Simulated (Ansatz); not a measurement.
Ideal-gas functions of CH₄BFOSi (`FC1([SiH3])BO1`) at 298.15 K and 1 bar, from an Ansatz frequency run at PBE0-D4/def2-TZVP.

Molar mass 89.94 g/mol, point group C1 (symmetry number 1), electronic degeneracy 1, moments of inertia 77.885, 153.36, 197.767 u Å². Harmonic wavenumbers (cm⁻¹, unscaled): 122, 198, 228, 339, 447, 565, 634, 643, 758, 803, 898, 927, 936, 947, 1087, 1187, 1439, 2239, 2250, 2254, 2767.

Use S(trans) = R[1.5 ln M + 2.5 ln T − 1.1517]; rotational temperatures θ = 24.2544 K / I; S(rot) = R[ln(√π/σ · √(T³/θAθBθC)) + 1.5]; for each mode x = 1.438777 ν̃/T, S = R[x/(eˣ − 1) − ln(1 − e⁻ˣ)] and H = RT x/(eˣ − 1); 1 cm⁻¹ = 0.0119627 kJ/mol; R = 8.31446 J/(mol·K).

**Question.** By hand: the entropy, in J/(mol·K).

**Answer.** Translation 165.0. Rotation: θ = 0.3114, 0.1582, 0.1226 K, giving 109.5. Vibration, mode by mode: 12.84, 9.00, 7.93, 5.09, 3.37, 2.15, 1.65, 1.60, 1.02, 0.86, 0.59, 0.52, 0.51, 0.48, 0.28, 0.18, 0.06, 0.00, 0.00, 0.00, 0.00, in all 48.1. Electronic 0.0. Sum 322.6 J/(mol·K).

**Question.** By hand: H − E and G − E in kJ/mol, counted from the electronic energy.

**Answer.** Zero-point energy ½ × 21668 × 0.0119627 = 129.6; thermal vibration 8.6; translation, rotation and pV give 4 RT = 9.9. H − E = 148.1 kJ/mol, and G − E = 148.1 − 298.15 × 322.6/1000 = 51.9 kJ/mol.

Vibration gives 15 % of the entropy, 12.8 J/(mol·K) of it from the mode under 150 cm⁻¹: soft modes count most, and the harmonic formula is weakest for them. The sum counts one conformer and one mirror image; others add a mixing term.
